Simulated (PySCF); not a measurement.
**CuCl and its ions**

PBE0; PySCF, scalar-relativistic core potentials, basis sets Cu cc-pVDZ-PP with ECP10, Cl cc-pV(D+d)Z. Neutral (UKS): singlet (closed shell), Re = 2.053 Å, ωe = 424 cm⁻¹, De = 3.78 eV, HOMO -7.30 eV, LUMO -2.89 eV.

CuCl⁺ (UKS): doublet (π ↑), Re = 2.050 Å, ωe = 410 cm⁻¹, De = 1.71 eV to Cu⁺ (3d10) + Cl. The energies at the minima are -657.34535 hartree for CuCl and -656.98253 for CuCl⁺.

Task: Work out the adiabatic ionisation energy, without and with harmonic zero-point energies (1 hartree = 27.2114 eV, 1 eV = 8065.5 cm⁻¹), and the change of the bond length.

Result: At PBE0: 0.36282 hartree = 9.873 eV between the minima; the zero-point term (410.0 − 424.0)/2 cm⁻¹ = -0.001 eV makes it 9.872 eV. Re changes by -0.3 pm against the neutral. Minus the HOMO energy is 7.30 eV, -2.57 eV from the value between the minima; self-interaction puts the Kohn–Sham level too high, less so with exact exchange. The electron leaves a π orbital; in so polar a molecule the change of length follows mostly from the change of the ionic charges.

For an ion De counts to the pair picked by the measured ionisation energies or electron affinities, which need not be the lowest pair at this level. With d or f electrons several states lie close, and the lowest PBE0 determinant need not be the measured ground state.
